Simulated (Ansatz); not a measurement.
Input file for C$_{2}$H$_{8}$OSn (`OC[CH2][SnH3]`):

```yaml
crystal:
  periodic: [false, false, false]
  atoms:
    - {symbol: O, position_ang: [-2.185434, 0.719241, 0.778385]}
    - {symbol: C, position_ang: [-0.893462, 0.769273, 0.198584]}
    - {symbol: C, position_ang: [-0.283785, -0.606180, 0.283614]}
    - {symbol: Sn, position_ang: [1.690930, -0.699581, -0.556880]}
    - {symbol: H, position_ang: [-2.579225, 1.593802, 0.726834]}
    - {symbol: H, position_ang: [-0.262627, 1.497070, 0.729208]}
    - {symbol: H, position_ang: [-0.955930, 1.091915, -0.850790]}
    - {symbol: H, position_ang: [-0.910491, -1.328016, -0.245469]}
    - {symbol: H, position_ang: [-0.221984, -0.925615, 1.326640]}
    - {symbol: H, position_ang: [2.732766, 0.370389, 0.276162]}
    - {symbol: H, position_ang: [2.298856, -2.289417, -0.426518]}
    - {symbol: H, position_ang: [1.647385, -0.248086, -2.205672]}
basis:
  gaussian: {orbitals: def2-TZVPP}
correlation: {method: ccsd_t}
```

```sh
$ ansatz run in.yaml --threads 4 --pin off --events-out ev --progress --plain --max-ram 10444MiB
```

Output of Ansatz, abridged:

```
Functional definition: HF
1657 factors; integrals over basis functions are off by at most 1.2e-3 eV
mean field evaluation 1: about -10027.1316 eV, gradient 3.9e1 eV
mean field evaluation 2: about -10027.3323 eV, gradient 3.9e1 eV
mean field evaluation 4: about -10030.9316 eV, gradient 3.8e0 eV
mean field evaluation 8: about -10030.9851 eV, gradient 2.6e-1 eV
mean field -10030.98531824 eV, -368.6319111994 hartree, gradient 1.1e-6 eV, S^2 0.000000; 0 other end points of the search recorded, 0 dependent functions left out
7 core orbitals not correlated: weight in the atoms' cores, before any rotation towards them, 1.000 or more for the frozen orbitals, at most 0.000 for the correlated occupied ones
reference -10030.98531824 eV, -368.6319111994 hartree; 18, 18 occupied and 230, 230 virtual orbitals, 1657 factors
second order -25.44040102 eV of doubles, -0.00000000 eV of singles
cycle   1  -25.60605905 eV  change   -1.7e-1 eV  update   1.1e-1
cycle   2  -26.25314660 eV  change   -6.5e-1 eV  update   3.0e-2
cycle   3  -26.35260339 eV  change   -9.9e-2 eV  update   1.4e-2
cycle   4  -26.34222394 eV  change    1.0e-2 eV  update   3.4e-3
cycle   5  -26.34048968 eV  change    1.7e-3 eV  update   1.3e-3
cycle   6  -26.34070913 eV  change   -2.2e-4 eV  update   3.8e-4
cycle   7  -26.34048794 eV  change    2.2e-4 eV  update   1.3e-4
cycle   8  -26.34042995 eV  change    5.8e-5 eV  update   4.3e-5
cycle   9  -26.34043947 eV  change   -9.5e-6 eV  update   1.7e-5
perturbative correction -0.89107297 eV, -0.0327463275 hartree
Total energy: -10058.21683068 eV, -369.6326508231 hartree
```

Hardware: 4 threads of an Arm Neoverse V2 on a shared host. Wall time 2.9 min, peak host memory 6.4 GiB.

MP2 recovers 93.4 % of the CCSD(T) correlation energy and the triples give 3.3 %; T1 = 0.0116.
